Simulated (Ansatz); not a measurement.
`[F][Hf]([F])([Cl])[Cl]` + `SBCl` → `[F][Hf]([F])([SH])[Cl]` + `ClBCl` at 400 K and 1 bar (redistribution).

Gas-phase electronic energies from Ansatz, PBE0-D4/def2-TZVP geometries. CCSD(T)/CBS is the MP2 limit (def2-TZVPP, def2-QZVPP) plus CCSD(T) − MP2 in def2-TZVPP, frozen cores. This one scheme is used for every species. Elements past krypton have def2 core potentials. For Hf outer-core shells are correlated without core-valence functions, which leaves a few kJ/mol of doubt a bond. One conformer a species, not always the lowest.

| species | CCSD(T)/CBS energy (Eh) | H − E (kJ/mol) | S (J/(mol·K)) |
| --- | --- | --- | --- |
| `[F][Hf]([F])([Cl])[Cl]` | -1167.36631 | 47.5 | 395.1 |
| `SBCl` | -883.61129 | 81.6 | 297.8 |
| `[F][Hf]([F])([SH])[Cl]` | -1105.93208 | 71.1 | 424.3 |
| `ClBCl` | -945.02167 | 56.2 | 283.5 |

H − E and S are ideal-gas, rigid-rotor, harmonic terms from PBE0-D4/def2-TZVP, for one conformer and one mirror image of each species. 1 Eh = 2625.50 kJ/mol, R = 8.31446 J/(mol·K).

By hand: ΔE, ΔH, ΔS and ΔG.

ΔE = (-1105.93208) + (-945.02167) − (-1167.36631) − (-883.61129) = 0.02385 Eh = 62.6 kJ/mol. Δ(H − E) = 71.1 + 56.2 − 47.5 − 81.6 = -1.8, so ΔH = 60.8 kJ/mol. ΔS = 424.3 + 283.5 − 395.1 − 297.8 = 14.9 J/(mol·K). ΔG = 60.8 − 400 × (14.9)/1000 = 54.8 kJ/mol.

By hand: the equilibrium constant, and the temperature at which ΔG would vanish if ΔH and ΔS stayed fixed.

log₁₀ K = −ΔG/(RT ln 10) = -7.2. ΔG = 0 at ΔH/ΔS = 4081 K, far beyond where these terms or the molecules hold.

The number of gas molecules stays the same, so ΔS is small and ΔH decides. A doubt of 5 kJ/mol in ΔE shifts log₁₀ K by 0.7 here. Other conformers and mirror images would add mixing entropy, several J/(mol·K) or more a flexible species. These are equilibria of isolated gas molecules and say nothing of rates. Largest T1 diagnostic: 0.016 (customary marks: 0.02 for closed shells, 0.045 for open ones).
